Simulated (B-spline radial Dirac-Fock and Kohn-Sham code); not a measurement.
Photoionisation of nickel ions at W Kα (59318.2 eV)

These are calculated numbers from an atomic code on a B-spline grid; the model is the independent-particle Dirac-Slater model, thresholds from Dirac-Fock. Cross sections in kb; a dash marks an empty subshell or a threshold above the photon energy.

```
  ion  configuration   total     1s     3p1/2     3p3/2     3d3/2        4s
   Ni   [Ar] 3d8 4s2  0.1283  0.115  7.29e-05  0.000121  3.55e-07  0.000102
 Ni³⁺       [Ar] 3d7  0.1283  0.115  7.46e-05  0.000124  3.52e-07         –
 Ni⁷⁺       [Ar] 3d3  0.1285  0.115  8.70e-05  0.000145  2.19e-07         –
Ni¹⁴⁺   [Ne] 3s2 3p2  0.1291  0.115  3.93e-05  6.58e-05         –         –
Ni¹⁵⁺   [Ne] 3s2 3p1  0.1292  0.115  2.05e-05  3.43e-05         –         –
Ni¹⁹⁺   [He] 2s2 2p5  0.1274  0.115         –         –         –         –
Ni²¹⁺   [He] 2s2 2p3  0.1279  0.116         –         –         –         –
Ni²⁶⁺            1s2  0.1180  0.118         –         –         –         –
```
